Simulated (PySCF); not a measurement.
## Radial density of Mn (manganese, neutral)

UHF, [Ar] 3d7, high-spin 4F determinant (an excited configuration). Computed with PySCF 2.14 in ANO-RCC-VTZP (6s5p3d2f1g, 59 functions), with the spin-free X2C one-electron Hamiltonian (Gaussian nucleus).

| r (bohr) | 4πr²ρ (e/bohr) | 4πr²(ρα − ρβ) |
| --- | --- | --- |
| 0.00108 | 0.2153 | 0.0000 |
| 0.00182 | 0.5448 | 0.0000 |
| 0.00306 | 1.350 | 0.0000 |
| 0.00515 | 3.226 | -0.0001 |
| 0.00867 | 7.254 | -0.0002 |
| 0.0146 | 14.63 | -0.0005 |
| 0.0245 | 24.45 | -0.0008 |
| 0.0413 | 30.08 | -0.0013 |
| 0.0694 | 25.38 | -0.0016 |
| 0.117 | 24.77 | 0.0104 |
| 0.196 | 33.19 | 0.1434 |
| 0.330 | 18.76 | 0.7664 |
| 0.555 | 12.63 | 2.0075 |
| 0.934 | 13.21 | 2.3513 |
| 1.57 | 4.073 | 1.1341 |
| 2.64 | 0.8420 | 0.1726 |
| 4.45 | 0.1225 | -0.0114 |
| 7.48 | 0.005210 | -0.0019 |

Densities and radii are taken from the X2C orbitals without a picture-change correction, which distorts them close to the nucleus.

(1) Where is the radial spin density 4πr²(ρα − ρβ) most negative, and why is it negative at all?

## Answers

(1) Around r = 4.45 bohr, down to -0.0114 e/bohr: exchange with the open shell polarises the paired shells in an unrestricted calculation.
